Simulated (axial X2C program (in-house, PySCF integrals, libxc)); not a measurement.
Levels of PSe by electron attachment to PSe⁺ (EOM-EA-CCSD)

Computed with an axial X2C code built on PySCF integrals: two-component X2C with atomic mean-field Coulomb and Gaunt terms, Gaussian nuclei, basis Se dyall-acv3z, P dyall-av3z with contracted cores.

R = 2.035 Å (near the PBE0 minimum at charge 0 of the determinant lowest at the starting distance; the state shown can have its own minimum elsewhere).

Hartree–Fock spinors of PSe⁺ (one of each Kramers pair; a window near the gap, which can cut inner shells):

```
  ω  occupied  ε (eV)                    character
1/2       yes  -25.93  42% P s, 21% Se s, 20% Se p
1/2       yes  -19.05    43% P p, 40% Se p, 8% P s
1/2       yes  -17.72    58% Se p, 29% P p, 6% P d
3/2       yes  -17.47    52% Se p, 35% P p, 6% P d
1/2        no   -7.09  51% P p, 21% Se p, 13% Se d
3/2        no   -7.05  44% P p, 27% Se p, 12% Se d
1/2        no   -2.83   39% P p, 22% Se p, 18% P d
1/2        no   -2.63  56% P s, 22% Se s, 10% Se d
3/2        no   -1.84            64% P p, 33% Se p
1/2        no   -1.84            62% P p, 34% Se p
```

Levels of PSe obtained by attaching an electron to PSe⁺:

```
  Ω  binding energy (eV)  above lowest (cm⁻¹)                 attached spinor  one-particle weight
1/2                7.701                    0  52% P pπ, 21% Se pπ, 12% Se dπ                 0.94
3/2                7.583                  949  45% P pπ, 27% Se pπ, 11% Se dπ                 0.95
1/2                3.684                32398   32% P pσ, 22% Se pσ, 21% P dσ                 0.96
1/2                3.120                36951  52% P sσ, 26% Se sσ, 12% Se dσ                 0.98
```

**Question.** Take the first Ω = 1/2 and Ω = 3/2 rows of π character: how far apart are they, and which lies lower?

**Answer.** E(3/2) − E(1/2) = 949 − 0 = 949 cm⁻¹ at EOM-EA-CCSD: regular, Ω = 1/2 lower. Splittings at this level can be off by ten to twenty per cent.

This point took 22 s on 1 thread of Arm Neoverse N1, on a shared host.

Reference electrons by ω block (each with its −ω partner): 1/2: 17, 3/2: 6, 5/2: 1. 10 electrons of PSe⁺ correlated (inner shells frozen), 92 natural virtual spinors (a truncated set); levels can be off by some tenths of an eV. Roots sought by Ω: (1/2: 5, 3/2: 4, 5/2: 2, 7/2: 1); rows need 60 % one-particle weight and stop where some Ω has no more roots. Missing are any skipped roots, higher Ω and states of a further excitation; these come out far too high here and may in truth be low or lowest. T1 of the reference 0.028 (Lee–Taylor). The reference was not checked to be the lowest state of its species. Number of frozen shells: Se 3 s, 2 p, 1 d; P 2 s, 1 p. Large amplitudes in the reference (orbital relaxation or multireference character) lower the reliability.
